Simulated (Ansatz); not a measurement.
Basis-set extrapolation for C3H8OSi, SMILES `C=CCO[SiH3]` (PBE0-D4/def2-TZVP geometry, frozen core, Ansatz 0.2.0). Multiplicity 1, RHF reference.

|  | def2-TZVPP | def2-QZVPP |
| --- | --- | --- |
| HF | -482.151695 | -482.170268 |
| MP2 correlation | -0.856067 | -0.916048 |
| CCSD(T) correlation | -0.942222 | not run |

Energies in hartree. Use E(X) = E(∞) + A·exp(−7.88·√X) for Hartree–Fock and E(X) = E(∞) + B·X^(−2.97) for correlation, with X = 3 and 4, and add CCSD(T) minus MP2 of the smaller set to the MP2 limit.

**Question.** What is the CCSD(T) energy at the basis-set limit?

**Answer.** HF limit: -482.170268 + (-0.018573) × 0.13774 = -482.17283. MP2 limit: -0.916048 + (-0.059981) × 0.74074 = -0.96048. Higher-order term: -0.942222 − (-0.856067) = -0.08615. Total: -483.21946 hartree, 78.8 kcal/mol below CCSD(T)/def2-TZVPP.
